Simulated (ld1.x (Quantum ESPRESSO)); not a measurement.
# u(r) = r·R(r): atom against pseudo-atom (carbon)

Columns: radius, all-electron u(r) and pseudo u(r) of the 2p shell (level -5.24 eV) of carbon in the configuration [He] 2s2 2p2; PBEsol, non-relativistic, PAW scheme, ld1.x (Quantum ESPRESSO) 7.5.

```json
{"r (bohr)": "0.168", "all-electron": "0.1106", "pseudo": "0.0101"}
{"r (bohr)": "0.335", "all-electron": "0.2912", "pseudo": "0.0392"}
{"r (bohr)": "0.503", "all-electron": "0.4514", "pseudo": "0.0852"}
{"r (bohr)": "0.670", "all-electron": "0.5698", "pseudo": "0.1438"}
{"r (bohr)": "0.838", "all-electron": "0.6488", "pseudo": "0.2108"}
{"r (bohr)": "1.005", "all-electron": "0.6919", "pseudo": "0.2802"}
{"r (bohr)": "1.172", "all-electron": "0.7073", "pseudo": "0.3469"}
{"r (bohr)": "1.340", "all-electron": "0.7021", "pseudo": "0.4067"}
{"r (bohr)": "1.508", "all-electron": "0.6826", "pseudo": "0.4551"}
{"r (bohr)": "1.675", "all-electron": "0.6538", "pseudo": "0.4893"}
{"r (bohr)": "1.842", "all-electron": "0.6192", "pseudo": "0.5086"}
{"r (bohr)": "2.010", "all-electron": "0.5812", "pseudo": "0.5131"}
{"r (bohr)": "2.178", "all-electron": "0.5417", "pseudo": "0.5041"}
{"r (bohr)": "2.345", "all-electron": "0.5024", "pseudo": "0.4844"}
{"r (bohr)": "2.512", "all-electron": "0.4639", "pseudo": "0.4570"}
{"r (bohr)": "2.680", "all-electron": "0.4266", "pseudo": "0.4248"}
{"r (bohr)": "2.848", "all-electron": "0.3912", "pseudo": "0.3910"}
{"r (bohr)": "3.015", "all-electron": "0.3580", "pseudo": "0.3580"}
{"r (bohr)": "3.182", "all-electron": "0.3270", "pseudo": "0.3270"}
{"r (bohr)": "3.350", "all-electron": "0.2981", "pseudo": "0.2981"}
{"r (bohr)": "3.518", "all-electron": "0.2715", "pseudo": "0.2715"}
{"r (bohr)": "3.685", "all-electron": "0.2471", "pseudo": "0.2471"}
{"r (bohr)": "3.852", "all-electron": "0.2247", "pseudo": "0.2247"}
{"r (bohr)": "4.020", "all-electron": "0.2040", "pseudo": "0.2040"}
{"r (bohr)": "4.188", "all-electron": "0.1852", "pseudo": "0.1852"}
{"r (bohr)": "4.355", "all-electron": "0.1681", "pseudo": "0.1681"}
```

Q: How many radial nodes do the two functions have?

A: The all-electron 2p function has n − l − 1 = 0; the pseudo-wave has 0.

Q: At about which radius was the pseudo-wave matched?

A: 3.20 bohr. The columns agree to 0.0005 from 2.85 bohr on; several derivatives are matched, so the curves merge somewhat inside the radius.

Q: Is the pseudo-wave norm-conserving?

A: No, it belongs to a PAW set: the norm inside the radius is not constrained, and the difference is carried by the augmentation charge.
